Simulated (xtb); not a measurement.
C2H4N3 (SMILES c1n[nH]c[nH+]1), charge +1, singlet, geometry from GFN2-xTB; GFN0-xTB run with xtb 6.7.1.

Here is a job for xtb.
```
$ xtb mol.xyz --gfn 0 --chrg 1 --etemp 3000 --json

# file mol.xyz
9

C     -0.72438958    -0.87288884    -0.09129060
N      0.55762667    -1.03705194    -0.15259445
N      1.09045631     0.16973986    -0.01179850
C      0.15167649     1.09037013     0.13747465
N     -1.01674140     0.44847481     0.09012567
H     -1.44403652    -1.66418423    -0.17208821
H      2.10037297     0.28380633    -0.02835101
H      0.29970022     2.14638776     0.27058309
H     -1.93914925     0.86096327     0.17262278
```

It wrote (shortened):

```
   ID    Z sym.   atoms
    1    6 C      1, 4
    2    7 N      2, 3, 5
    3    1 H      6-9

           -------------------------------------------------
          |                Calculation Setup                |
           -------------------------------------------------

           -------------------------------------------------
          |                 G F N 0 - x T B                 |
           -------------------------------------------------

          ...................................................
          :                      SETUP                      :
          :.................................................:
          :  # basis functions                  28          :
          :  # atomic orbitals                  28          :
          :  # shells                           18          :
          :  # electrons                        26          :
          :  electronic temp.         3000.0000000     K    :
          :  accuracy                    1.0000000          :
          :  -> integral cutoff          0.2500000E+02      :
          :  -> integral neglect         0.1000000E-07      :
          ...................................................

         :::::::::::::::::::::::::::::::::::::::::::::::::::::
         ::                     SUMMARY                     ::
         :::::::::::::::::::::::::::::::::::::::::::::::::::::
         :: total energy             -13.525684914690 Eh    ::
         :: gradient norm              0.046972693808 Eh/a0 ::
         :: HOMO-LUMO gap              5.047061857514 eV    ::
         ::.................................................::
         :: H0 energy                -15.009520581988 Eh    ::
         :: repulsion energy           0.201975292232 Eh    ::
         :: electrostat energy         1.327200150938 Eh    ::
         :: -> Gsolv                   0.000000000000 Eh    ::
         ::    -> Gsasa                0.000000000000 Eh    ::
         ::    -> Gshift               0.000000000000 Eh    ::
         :: dispersion energy         -0.001831607249 Eh    ::
         :: short-range corr.         -0.043508168622 Eh    ::
         :: add. restraining           0.000000000000 Eh    ::
         :: total charge               1.000000000000 e     ::
         :::::::::::::::::::::::::::::::::::::::::::::::::::::

           -------------------------------------------------
          |                Property Printout                |
           -------------------------------------------------

    * Orbital Energies and Occupations

         #    Occupation            Energy/Eh            Energy/eV
      -------------------------------------------------------------
         1        2.0000           -0.7695271             -20.9399
         2        2.0000           -0.7132513             -19.4086
         3        2.0000           -0.6953329             -18.9210
         4        2.0000           -0.6209078             -16.8958
         5        2.0000           -0.6106345             -16.6162
         6        2.0000           -0.5949839             -16.1903
         7        2.0000           -0.5426351             -14.7659
         8        2.0000           -0.5392754             -14.6744
         9        2.0000           -0.5320926             -14.4790
        10        2.0000           -0.5266942             -14.3321
        11        2.0000           -0.4607123             -12.5366
        12        2.0000           -0.4601711             -12.5219
        13        1.9999           -0.4385408             -11.9333 (HOMO)
        14        0.0001           -0.2530647              -6.8862 (LUMO)
        15        0.0000           -0.2420641              -6.5869
        16                         -0.1452915              -3.9536
        17                         -0.1415937              -3.8530
        18                         -0.1171643              -3.1882
        19                         -0.1038999              -2.8273
        20                          0.0185671               0.5052
        21                          0.0980027               2.6668
        22                          0.1197241               3.2579
        23                          0.1608739               4.3776
        24                          0.2065069               5.6193
       ...                                ...                  ...
        28                          0.5599138              15.2360
      -------------------------------------------------------------
                  HL-Gap            0.1854761 Eh            5.0471 eV
             Fermi-level            0.0000000 Eh            0.0000 eV

     #   Z          covCN         q      C6AA      α(0)
     1   6 C        3.129     0.690    17.034     6.738
     2   7 N        2.033    -0.229    26.349     7.647
     3   7 N        3.034    -0.412    28.679     8.019
     4   6 C        3.026     0.580    18.605     7.053
     5   7 N        2.827    -0.836    42.899     9.807
     6   1 H        0.926     0.137     1.481     1.903
     7   1 H        0.860     0.439     0.414     1.008
     8   1 H        0.926     0.152     1.375     1.834
     9   1 H        0.860     0.478     0.360     0.940

 Mol. C6AA /au·bohr⁶  :        845.863728
 Mol. C8AA /au·bohr⁸  :      19022.868866
 Mol. α(0) /au        :         44.948192

Wiberg/Mayer (AO) data.
largest (>0.10) Wiberg bond orders for each atom

 ---------------------------------------------------------------------------
     #   Z sym  total        # sym  WBO       # sym  WBO       # sym  WBO
 ---------------------------------------------------------------------------
     1   6 C    3.931 --     2 N    1.557     5 N    1.273     6 H    0.972
     2   7 N    2.934 --     1 C    1.557     3 N    1.180
     3   7 N    3.727 --     4 C    1.459     2 N    1.180     7 H    0.933
     4   6 C    3.924 --     3 N    1.459     5 N    1.352     8 H    0.973
     5   7 N    3.711 --     4 C    1.352     1 C    1.273     9 H    0.947
     6   1 H    0.994 --     1 C    0.972
     7   1 H    0.976 --     3 N    0.933
     8   1 H    0.986 --     4 C    0.973
     9   1 H    0.964 --     5 N    0.947
 ---------------------------------------------------------------------------

Topologies differ in total number of bonds
Writing topology from bond orders to xtbtopo.mol

 dipole moment from electron density (au)
     X       Y       Z
  -0.5487   1.8530   0.2587  total (Debye):    4.956

           -------------------------------------------------
          | TOTAL ENERGY              -13.525684914690 Eh   |
          | GRADIENT NORM               0.046972693808 Eh/α |
          | HOMO-LUMO GAP               5.047061857514 eV   |
           -------------------------------------------------

normal termination of xtb
```
